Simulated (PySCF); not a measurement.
## Nb⁺: ionisation energy

Nb⁺ [Kr] 4d4 (5D) → Nb²⁺ [Kr] 4d3 (4F), as a difference of total energies. Computed with PySCF 2.14 in ANO-R3 (8s6p6d3f2g1h, 106 functions), with scalar relativity by spin-free X2C-1e. Correlated levels: valence: [Kr] frozen. The calculations carry no spin-orbit coupling.

| method | ionisation energy (eV) |
| --- | --- |
| UHF | 13.046 |
| MP2 (valence) | 13.619 |
| SCS-MP2 (valence) | 13.237 |
| CCSD (valence) | 13.692 |
| CCSD(T) (valence) | 13.710 |

**Question.** How much does correlation contribute at CCSD(T) (valence)?

**Answer.** 13.710 − (13.046) = 0.664 eV, measured against UHF.

A first-order spin-orbit estimate (lowest level to lowest level, LS coupling) adds -0.053 eV.

Errors of the correlated levels include the incompleteness of this basis and the frozen core.

For comparison: 14.32 eV (semi-empirical (NIST evaluation); NIST Atomic Spectra Database, ionization energies).
